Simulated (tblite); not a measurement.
Species: C2H7N2Si (doublet state).
Geometry (GFN2-xTB, Å), atoms numbered from 1 in this order:
```
atom  x, y, z in Å
N1    -2.8802   -0.0456    0.6390
C2    -1.7757    0.2854    0.2665
C3    -0.5122    0.3517    1.1735
N4     0.5074   -0.5271    0.7251
Si5    1.5049   -0.2195   -0.6561
H6    -1.5068    0.5613   -0.7608
H7    -0.8205    0.1098    2.1924
H8    -0.1522    1.3823    1.1280
H9     0.3156   -1.4879    0.9660
H10    2.0318    1.1280   -0.4483
H11    2.5075   -1.2756   -0.5955
H12    0.7815   -0.2636   -1.9354
```

Computed with GFN2-xTB (tblite): harmonic, unscaled wavenumbers at the GFN2-xTB geometry, gas phase. This tight-binding method is rough: wavenumbers can miss measured ones by several per cent, in bad cases by 10 to 20. Modes of hydrogen on silicon can be 10 to 20 % off. One conformer, not necessarily the lowest. Open shells enter through the occupations alone, without spin polarisation, and single modes of such species can be off by tens of per cent.

Harmonic wavenumbers (cm⁻¹): 59.2, 81.9, 132.5, 260.6, 376.1, 413.8, 524.5, 567.0, 604.2, 738.9, 769.2, 800.1, 809.3, 813.6, 850.4, 960.8, 1120.5, 1178.4, 1188.2, 1268.0, 1356.3, 1449.6, 1853.1, 2195.1, 2277.8, 2314.7, 2797.2, 2958.1, 2975.0, 3446.5.

A = 11526, B = 1876, C = 1751 MHz; mass 87.038 u (most abundant isotopes); point group C1, symmetry number 1; spin multiplicity 2.

What is the zero-point energy?

½Σν̃ = 18570 cm⁻¹ = 222.15 kJ/mol.

Give the ideal-gas entropy at 500 K and 1 bar in the rigid-rotor, harmonic-oscillator model (classical rotation).

Translation 175.30, rotation 117.50, vibration 128.89, spin (R ln 2) 5.76: S = 427.5 J/(mol K).

And Cp and H(500 K) − H(0)?

Cp = 160.11 J/(mol K), of which vibrations give 126.85 (their classical limit is 30 R = 249.4); H(500 K) − H(0) = 49.78 kJ/mol without the zero-point energy, 33.15 from vibrations.

Which modes carry the vibrational entropy at 500 K?

59.2 cm⁻¹: 23.04; 81.9 cm⁻¹: 20.35; 132.5 cm⁻¹: 16.38; 260.6 cm⁻¹: 10.90; 376.1 cm⁻¹: 8.05; 413.8 cm⁻¹: 7.34 J/(mol K); the other 24 give 42.83 together.

How do the functions run with temperature in this model?

```csv
T (K),S (J/(mol K)),Cp (J/(mol K)),H − H(0) (kJ/mol),G − H(0) (kJ/mol),ln q(vib)
150,294.4,72.2,7.98,-36.19,1.92
250,337.8,100.6,16.59,-67.87,3.51
298.15,356.7,114.2,21.77,-84.59,4.28
400,394.0,139.8,34.75,-122.85,5.92
600,458.2,176.7,66.65,-208.25,9.11
900,537.1,211.9,125.39,-357.98,13.58
```

q(vib) and H(0) count from the zero-point level.

Blend soft modes into free rotors: weight 1/[1 + (100 cm⁻¹/ν̃)⁴] for the oscillator and the rest for a rotor with moment μB/(μ + B), μ = h/(8π²ν), B = 10⁻⁴⁴ kg m². What vibrational entropy results?

118.27 J/(mol K) in place of 128.89, which changes −T·S at 500 K by +5.31 kJ/mol.

Hindered rotation and anharmonicity are outside this model. Other conformers, if any are populated, would add a mixing term that is left out. The structure is chiral; the term R ln 2 for an equal mix with its mirror image is left out.
